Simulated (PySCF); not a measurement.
Al(Me)(PH2)2 (CH7AlP2), SMILES [Al]([PH2])([CH3])[PH2].

Geometry optimised at ωB97X-D3(BJ)/def2-SVP. One conformer was computed; it need not be the lowest.

The numbers are results of ωB97X-D3(BJ)/def2-SVP (PySCF 2.14.0), not measurements.

Frequencies are harmonic and unscaled.

Computed normal modes with their intensities:
```json
[
 {"mode": "1", "ν (cm⁻¹)": "30", "IR (km/mol)": "0.0", "moving atoms (share of kinetic energy)": "H 97 %"},
 {"mode": "2", "ν (cm⁻¹)": "97", "IR (km/mol)": "10.3", "moving atoms (share of kinetic energy)": "P 61 %, Al 17 %, H 14 %"},
 {"mode": "3", "ν (cm⁻¹)": "105", "IR (km/mol)": "5.1", "moving atoms (share of kinetic energy)": "H 86 %, P 9 %"},
 {"mode": "4", "ν (cm⁻¹)": "138", "IR (km/mol)": "3.0", "moving atoms (share of kinetic energy)": "H 41 %, C 34 %, P 20 %"},
 {"mode": "5", "ν (cm⁻¹)": "139", "IR (km/mol)": "1.9", "moving atoms (share of kinetic energy)": "H 92 %"},
 {"mode": "6", "ν (cm⁻¹)": "152", "IR (km/mol)": "14.5", "moving atoms (share of kinetic energy)": "Al 59 %, H 24 %, P 9 %, C 8 %"},
 {"mode": "7", "ν (cm⁻¹)": "351", "IR (km/mol)": "4.8", "moving atoms (share of kinetic energy)": "P 64 %, C 14 %, Al 11 %, H 11 %"},
 {"mode": "8", "ν (cm⁻¹)": "460", "IR (km/mol)": "0.0", "moving atoms (share of kinetic energy)": "H 93 %"},
 {"mode": "9", "ν (cm⁻¹)": "485", "IR (km/mol)": "56.7", "moving atoms (share of kinetic energy)": "Al 49 %, P 37 %, H 13 %"},
 {"mode": "10", "ν (cm⁻¹)": "510", "IR (km/mol)": "5.7", "moving atoms (share of kinetic energy)": "H 88 %"},
 {"mode": "11", "ν (cm⁻¹)": "561", "IR (km/mol)": "1.5", "moving atoms (share of kinetic energy)": "H 94 %"},
 {"mode": "12", "ν (cm⁻¹)": "618", "IR (km/mol)": "22.0", "moving atoms (share of kinetic energy)": "H 67 %, C 22 %"},
 {"mode": "13", "ν (cm⁻¹)": "643", "IR (km/mol)": "21.2", "moving atoms (share of kinetic energy)": "H 74 %, C 15 %, Al 8 %"},
 {"mode": "14", "ν (cm⁻¹)": "699", "IR (km/mol)": "49.5", "moving atoms (share of kinetic energy)": "H 40 %, Al 38 %, C 20 %"},
 {"mode": "15", "ν (cm⁻¹)": "718", "IR (km/mol)": "115.2", "moving atoms (share of kinetic energy)": "H 70 %, C 17 %, Al 12 %"},
 {"mode": "16", "ν (cm⁻¹)": "1101", "IR (km/mol)": "15.7", "moving atoms (share of kinetic energy)": "H 97 %"},
 {"mode": "17", "ν (cm⁻¹)": "1111", "IR (km/mol)": "24.6", "moving atoms (share of kinetic energy)": "H 97 %"},
 {"mode": "18", "ν (cm⁻¹)": "1231", "IR (km/mol)": "28.5", "moving atoms (share of kinetic energy)": "H 79 %, C 21 %"},
 {"mode": "19", "ν (cm⁻¹)": "1431", "IR (km/mol)": "0.9", "moving atoms (share of kinetic energy)": "H 96 %"},
 {"mode": "20", "ν (cm⁻¹)": "1436", "IR (km/mol)": "4.9", "moving atoms (share of kinetic energy)": "H 95 %"},
 {"mode": "21", "ν (cm⁻¹)": "2441", "IR (km/mol)": "24.8", "moving atoms (share of kinetic energy)": "H 97 %"},
 {"mode": "22", "ν (cm⁻¹)": "2443", "IR (km/mol)": "44.4", "moving atoms (share of kinetic energy)": "H 97 %"},
 {"mode": "23", "ν (cm⁻¹)": "2455", "IR (km/mol)": "18.8", "moving atoms (share of kinetic energy)": "H 97 %"},
 {"mode": "24", "ν (cm⁻¹)": "2458", "IR (km/mol)": "80.8", "moving atoms (share of kinetic energy)": "H 97 %"},
 {"mode": "25", "ν (cm⁻¹)": "3051", "IR (km/mol)": "3.2", "moving atoms (share of kinetic energy)": "H 97 %"},
 {"mode": "26", "ν (cm⁻¹)": "3142", "IR (km/mol)": "4.5", "moving atoms (share of kinetic energy)": "H 91 %, C 9 %"},
 {"mode": "27", "ν (cm⁻¹)": "3162", "IR (km/mol)": "3.5", "moving atoms (share of kinetic energy)": "H 91 %, C 9 %"}
]
```
